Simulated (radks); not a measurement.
The mean radii <r> (bohr) of the occupied orbitals of an atom or ion are listed with their occupations. Method: scalar-relativistic Kohn-Sham, r2SCAN, spin-polarised, spherical densities, finite nucleus; meta-GGA in the generalised Kohn-Sham scheme; Fermi nuclear charge, rms radius of each element as measured or else 0.836 A^(1/3) + 0.57 fm; computed with a radial shooting solver on a logarithmic mesh with Libxc functionals.

| orbital | occ. | <r> |
|---|---|---|
| 1s up | 1 | 0.02318 |
| 1s down | 1 | 0.02318 |
| 2s up | 1 | 0.09894 |
| 2s down | 1 | 0.09893 |
| 2p up | 3 | 0.08712 |
| 2p down | 3 | 0.08712 |
| 3s up | 1 | 0.2601 |
| 3s down | 1 | 0.2600 |
| 3p up | 3 | 0.2586 |
| 3p down | 3 | 0.2584 |
| 3d up | 5 | 0.2363 |
| 3d down | 5 | 0.2361 |
| 4s up | 1 | 0.5906 |
| 4s down | 1 | 0.5907 |
| 4p up | 3 | 0.6238 |
| 4p down | 3 | 0.6237 |
| 4d up | 5 | 0.6786 |
| 4d down | 5 | 0.6778 |
| 5s up | 1 | 1.332 |
| 5s down | 1 | 1.344 |
| 5p up | 3 | 1.471 |
| 5p down | 1 | 1.491 |
| 4f up | 3 | 0.8386 |

Name the element and its charge. Open shells, if any, are filled with parallel spins first.

Answer. Z = 61, promethium, charge +6: Pm6+ in [Kr] 4d10 4f3 5s2 5p4. The 1s radius gives Z: for a bare nucleus <r> = (2 gamma + 1)/(2Z) with gamma = sqrt(1 - (Z/c)^2), 0.02288 bohr for Z = 61, and screening makes it slightly larger (0.02318 here). The occupations add up to 55, and the charge is Z minus that.
